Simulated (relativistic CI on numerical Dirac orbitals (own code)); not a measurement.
**Hyperfine structure of Os LXVII, mass number 187**

Calculated at this level of theory: Dirac-Coulomb-Breit CI, KLI orbitals optimised for each configuration, a model potential for QED, unscaled Slater integrals (own radial code, finite nucleus).

Configuration list (outside the closed core 1s2): 2s2 2p6, 2s2 2p5 3s, 2s2 2p5 3p, 2s2 2p5 3d, 2s 2p6 3s, 2s 2p6 3p, 2s 2p6 3d, 2s2 2p5 4s, 2s2 2p5 4p, 2s2 2p5 4d, 2s2 2p5 4f, 2s2 2p4 3s2, 2s2 2p4 3s 3p, 2s 2p6 4s, 2s 2p6 4p, 2s2 2p4 3s 3d. Levels of other configurations are missing.

Nuclear spin I = 1/2, μ = 0.06442 μN (tables of Stone and Pyykkö). The electronic factors are computed for point nuclear moments, without core polarisation or the Bohr-Weisskopf and QED corrections.

| Level | E (eV) | A (GHz) |
| --- | --- | --- |
| 2s2 2p5 3s 3P°_2 | 8767.09 | 316.5 |
| 2s2 2p5 3s 1P°_1 | 8775.98 | -88.15 |
| 2s2 2p5 3p 3D_2 | 8924.33 | 161.6 |
| 2s2 2p5 3p 3D_3 | 9352.92 | 73.39 |
| 2s2 2p5 3p 1P_1 | 9353.44 | 74.08 |
| 2s2 2p5 3p 3P_2 | 9366.54 | 73.31 |
| 2s2 2p5 3d 3P°_1 | 9527.82 | 62.45 |
| 2s2 2p5 3d 3F°_3 | 9528.43 | 66 |

Levels with J = 0, under 50 % of one LS term, or S terms without an open s electron are left out. Small factors come from cancelling terms and can be off by tens of per cent or more.

At this charge energies of transitions that change n are usually good to better than 1 %, and those within a shell (Δn = 0) to a few per cent.

Question: Give the hyperfine levels of 2s2 2p5 3s 3P°_2 relative to its centre of gravity.

Answer: With K = F(F + 1) − I(I + 1) − J(J + 1), E = AK/2: F = 3/2: -474.7, F = 5/2: 316.5 GHz.

LS names give the leading component of a level, which can be under half, so a name can repeat, a term be missing and a line seem to break the LS rules.
